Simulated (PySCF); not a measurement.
P(2+): excitation energy

P(2+) [Ne] 3s2 3p1 (2P) → P(2+) [Ne] 3s2 4s1 (2S), as a difference of total energies. All numbers are calculated (PySCF 2.14, scalar relativity by spin-free X2C-1e, in x2c-QZVPPall with one added diffuse shell each of s, p, d, f type (10s7p5d3f1g, 86 functions)). Correlated levels: valence and next inner shell: 1s2 frozen. The calculations carry no spin-orbit coupling.

```
                                method  excitation energy (eV)
                                   UHF                  14.454
    MP2 (valence and next inner shell)                  14.416
SCS-MP2 (valence and next inner shell)                  14.455
   CCSD (valence and next inner shell)                  14.545
CCSD(T) (valence and next inner shell)                  14.504
```

**Question.** How much does correlation contribute at CCSD(T) (valence and next inner shell)?

**Answer.** 14.504 − (14.454) = 0.050 eV, measured against UHF.

The promoted electron is Rydberg-like, and one or two diffuse shells describe it only roughly, which tends to raise the upper state.
